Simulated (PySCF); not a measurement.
C₂H₂N₂Si.
Structure used (PBE0-D3(BJ)/def2-SVP), in Å, numbered top down from 1:
```xyz
7
C2H2N2Si angstrom
N     -2.6247   -0.5870    0.2200
C     -1.5505   -0.1576    0.1496
Si     0.1491    0.5651    0.0461
C      1.3167   -0.8366   -0.2608
N      2.0659   -1.7000   -0.4531
H      0.4840    1.2045    1.3406
H      0.2059    1.5044   -1.0991
```

Jobs on this species (7 atoms, 42 electrons) with PySCF (density fitting). Hardware of each: Arm Neoverse V2, one thread, no GPU, shared host. The host was shared with other jobs, so the times are rough. Peak memory is the resident size of the whole Python process, interpreter and libraries included.

```json
{"level and settings": "delta-SCF UKS SCAN, pcX-2 on the ionised atom, pcseg-1 elsewhere, non-relativistic", "work": "ΔSCF core ionisation, 4 holes", "basis functions": "126", "SCF cycles": "?", "wall time": "?", "peak memory": "?"}
{"level and settings": "delta-SCF UKS SCAN, pcX-1 on the ionised atom, pcseg-1 elsewhere, spin-free X2C", "work": "ΔSCF core ionisation, 4 holes", "basis functions": "106", "SCF cycles": "69", "wall time": "7.6 s", "peak memory": "0.47 GiB"}
{"level and settings": "delta-SCF UKS SCAN, def2-TZVP on the ionised atom, pcseg-1 elsewhere, spin-free X2C", "work": "ΔSCF core ionisation, 4 holes", "basis functions": "103", "SCF cycles": "68", "wall time": "8.6 s", "peak memory": "0.47 GiB"}
{"level and settings": "delta-SCF UKS B3LYP, pcX-2 on the ionised atom, pcseg-1 elsewhere, spin-free X2C", "work": "ΔSCF core ionisation, 4 holes", "basis functions": "126", "SCF cycles": "63", "wall time": "12 s", "peak memory": "0.46 GiB"}
{"level and settings": "delta-SCF UKS HF, pcX-2 on the ionised atom, pcseg-1 elsewhere, spin-free X2C", "work": "ΔSCF core ionisation, 4 holes", "basis functions": "126", "SCF cycles": "83", "wall time": "9.1 s", "peak memory": "0.47 GiB"}
{"level and settings": "PBE0-D3(BJ)/def2-SVP, grid level 1", "work": "geometry optimisation from a GFN2-xTB start shaken at random", "basis functions": "84", "SCF cycles": "61", "wall time": "14 s", "peak memory": "0.34 GiB"}
{"level and settings": "delta-SCF UKS PBE0, pcX-2 on the ionised atom, pcseg-1 elsewhere, spin-free X2C", "work": "ΔSCF core ionisation, 4 holes", "basis functions": "126", "SCF cycles": "62", "wall time": "11 s", "peak memory": "0.47 GiB"}
{"level and settings": "delta-SCF UKS PBE, pcX-2 on the ionised atom, pcseg-1 elsewhere, spin-free X2C", "work": "ΔSCF core ionisation, 4 holes", "basis functions": "126", "SCF cycles": "66", "wall time": "6.0 s", "peak memory": "0.47 GiB"}
{"level and settings": "delta-SCF UKS SCAN, pcX-2 on the ionised atom, pcseg-1 elsewhere, spin-free X2C", "work": "ΔSCF core ionisation, 4 holes", "basis functions": "126", "SCF cycles": "69", "wall time": "9.7 s", "peak memory": "0.37 GiB"}
```

**Question.** Fill in the missing figures.

**Answer.** 
- delta-SCF UKS SCAN, pcX-2 on the ionised atom, pcseg-1 elsewhere, non-relativistic; ΔSCF core ionisation, 4 holes: 9.3 s, 0.47 GiB, 68 SCF cycles

**Question.** What do all jobs in the table cost together?

**Answer.** About 87 s; the longest takes about 16 % of that, and about 2.3 times as long as the shortest.
